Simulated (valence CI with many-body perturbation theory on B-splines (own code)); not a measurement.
## Ho LII: calculated level list

Level of theory: relativistic CI+MBPT: six valence electrons over a frozen Dirac-Fock core [Ne], radial functions for each j: 9 s, 9 p, 8 d, 6 f, 3 g, 1 h, with the one-electron correlation potential Σ1 (screened to all orders), the two-electron term Σ2, the three-electron term Σ3, Breit, model QED; selected single and double excitations, second order for the rest, scaled by the run's own slope (own B-spline code, finite nucleus).

The last digits are not significant, and no measured levels were compared; by estimate large intervals hold to a few tenths of a per cent, small ones and those within an open d or f shell to about a per cent. Among the levels kept, up to 1100 cm⁻¹ of a level comes from second order outside the variational space, and about a tenth of that is noise between levels of different J, which matters for small intervals.

Levels 1 to 42 of 42, with energies above the lowest level, (3s^2 3p1/2^2 3p3/2^2) J=2. "Leading %" is the weight of the configuration and term that name the level; weights of strongly mixed levels are sums over their largest components and can fall short, so below about 35 % the name and the second component can differ from the true leading terms, or belong to a minority configuration. In the jj column 3d3/2^4 stands for four electrons in 3d with j = 3/2.

```csv
No.,Configuration,Term,J,E (eV),Leading %,Second component,Leading jj
1,3s2 3p4,3P,2,0.00,69,30 % 3s2 3p4 1D,3s^2 3p1/2^2 3p3/2^2 (99 %)
2,3s2 3p4,1S,0,17.28,62,36 % 3s2 3p4 3P,3s^2 3p1/2^2 3p3/2^2 (99 %)
3,3s2 3p3 3d,3D°,2,206.25,31,20 % 3s2 3p3 3d 3F°,3s^2 3p1/2^2 3p3/2 3d3/2 (98 %)
4,3s2 3p3 3d,3D°,1,213.22,31,27 % 3s2 3p3 3d 3P°,3s^2 3p1/2^2 3p3/2 3d3/2 (98 %)
5,3s2 3p3 3d,3P°,0,213.73,60,28 % 3s2 3p3 3d 5D°,3s^2 3p1/2^2 3p3/2 3d3/2 (99 %)
6,3s2 3p3 3d,3F°,3,213.99,28,20 % 3s2 3p3 3d 3G°,3s^2 3p1/2^2 3p3/2 3d3/2 (96 %)
7,3s2 3p4,3P,1,214.62,99,,3s^2 3p1/2 3p3/2^3 (99 %)
8,3s2 3p4,1D,2,223.29,68,30 % 3s2 3p4 3P,3s^2 3p1/2 3p3/2^3 (98 %)
9,3s2 3p3 3d,3F°,4,260.33,49,28 % 3s2 3p3 3d 5D°,3s^2 3p1/2^2 3p3/2 3d5/2 (99 %)
10,3s2 3p3 3d,3D°,2,264.56,32,23 % 3s2 3p3 3d 3P°,3s^2 3p1/2^2 3p3/2 3d5/2 (95 %)
11,3s2 3p3 3d,3D°,3,282.61,39,18 % 3s2 3p3 3d 1F°,3s^2 3p1/2^2 3p3/2 3d5/2 (93 %)
12,3s2 3p3 3d,3D°,1,292.05,36,30 % 3s2 3p3 3d 3P°,3s^2 3p1/2^2 3p3/2 3d5/2 (96 %)
13,3s 3p5,3P°,2,372.88,83,6 % 3s2 3p3 3d 3P°,3s 3p1/2^2 3p3/2^3 (83 %)
14,3s 3p5,1P°,1,391.54,37,28 % 3s 3p5 3P°,3s 3p1/2^2 3p3/2^3 (64 %)
15,3s2 3p3 3d,3F°,2,412.71,44,28 % 3s2 3p3 3d 5D°,3s^2 3p1/2 3p3/2^2 3d3/2 (98 %)
16,3s2 3p3 3d,5D°,0,413.74,51,27 % 3s2 3p3 3d 1S°,3s^2 3p1/2 3p3/2^2 3d3/2 (97 %)
17,3s2 3p3 3d,3D°,1,414.50,47,34 % 3s2 3p3 3d 5D°,3s^2 3p1/2 3p3/2^2 3d3/2 (89 %)
18,3s2 3p3 3d,3G°,3,419.74,31,30 % 3s2 3p3 3d 3F°,3s^2 3p1/2 3p3/2^2 3d3/2 (96 %)
19,3s2 3p2 3d2,3F,2,420.94,39,25 % 3s2 3p2 3d2 5G,3s^2 3p1/2^2 3d3/2^2 (98 %)
20,3s2 3p3 3d,3G°,4,427.59,50,36 % 3s2 3p3 3d 1G°,3s^2 3p1/2 3p3/2^2 3d3/2 (99 %)
21,3s2 3p3 3d,3F°,2,438.68,62,24 % 3s2 3p3 3d 1D°,3s^2 3p1/2 3p3/2^2 3d3/2 (95 %)
22,3s2 3p2 3d2,3P,0,441.32,56,29 % 3s2 3p2 3d2 5D,3s^2 3p1/2^2 3d3/2^2 (95 %)
23,3s2 3p4,3P,0,444.46,61,36 % 3s2 3p4 1S,3s^2 3p3/2^4 (96 %)
24,3s2 3p3 3d,3D°,3,451.46,46,22 % 3s2 3p3 3d 1F°,3s^2 3p1/2 3p3/2^2 3d3/2 (91 %)
25,3s2 3p3 3d,3P°,2,456.94,31,25 % 3s2 3p3 3d 3D°,3s^2 3p1/2 3p3/2^2 3d3/2 (87 %)
26,3s2 3p3 3d,3S°,1,460.72,40,21 % 3s2 3p3 3d 3P°,3s^2 3p1/2 3p3/2^2 3d3/2 (81 %)
27,3s2 3p3 3d,3D°,3,463.22,51,22 % 3s2 3p3 3d 3F°,3s^2 3p1/2 3p3/2^2 3d5/2 (95 %)
28,3s2 3p3 3d,5D°,4,463.60,52,22 % 3s2 3p3 3d 3G°,3s^2 3p1/2 3p3/2^2 3d5/2 (99 %)
29,3s2 3p3 3d,3D°,1,472.76,35,28 % 3s2 3p3 3d 1P°,3s^2 3p1/2 3p3/2^2 3d3/2 (77 %)
30,3s2 3p3 3d,3F°,4,474.56,71,26 % 3s2 3p3 3d 1G°,3s^2 3p1/2 3p3/2^2 3d5/2 (98 %)
31,3s2 3p3 3d,3D°,1,476.42,39,24 % 3s2 3p3 3d 1P°,3s^2 3p1/2 3p3/2^2 3d5/2 (83 %)
32,3s2 3p2 3d2,3F,3,477.50,30,24 % 3s2 3p2 3d2 5G,3s^2 3p1/2^2 3d3/2 3d5/2 (95 %)
33,3s2 3p3 3d,3G°,5,477.54,99,,3s^2 3p1/2 3p3/2^2 3d5/2 (99 %)
34,3s2 3p3 3d,1S°,0,477.85,49,46 % 3s2 3p3 3d 3P°,3s^2 3p1/2 3p3/2^2 3d5/2 (94 %)
35,3s2 3p2 3d2,3P,2,487.28,23,9 % 3s2 3p2 3d2 5P,3s^2 3p1/2^2 3d3/2 3d5/2 (94 %)
36,3s2 3p2 3d2,3P,1,490.77,35,34 % 3s2 3p2 3d2 5D,3s^2 3p1/2^2 3d3/2 3d5/2 (94 %)
37,3s2 3p2 3d2,3F,4,492.01,26,19 % 3s2 3p2 3d2 1G,3s^2 3p1/2^2 3d3/2 3d5/2 (94 %)
38,3s2 3p3 3d,3D°,2,493.43,48,35 % 3s2 3p3 3d 3P°,3s^2 3p1/2 3p3/2^2 3d5/2 (98 %)
39,3s2 3p3 3d,1F°,3,499.72,35,34 % 3s2 3p3 3d 3F°,3s^2 3p1/2 3p3/2^2 3d5/2 (99 %)
40,3s2 3p3 3d,3D°,2,502.59,44,14 % 3s2 3p3 3d 1D°,3s^2 3p1/2 3p3/2^2 3d5/2 (94 %)
41,3s2 3p3 3d,1P°,1,506.43,31,31 % 3s2 3p3 3d 3S°,3s^2 3p1/2 3p3/2^2 3d5/2 (91 %)
42,3s2 3p3 3d,1F°,3,509.93,47,19 % 3s2 3p3 3d 3D°,3s^2 3p1/2 3p3/2^2 3d5/2 (92 %)
```

The ionisation energy to 3s2 3p3 2P°_3/2 of the next ion comes out as 4695.4 eV (NIST: 4693 ± 4 eV (theoretical)). All 42 levels together are meant to be complete up to 510.39 eV.
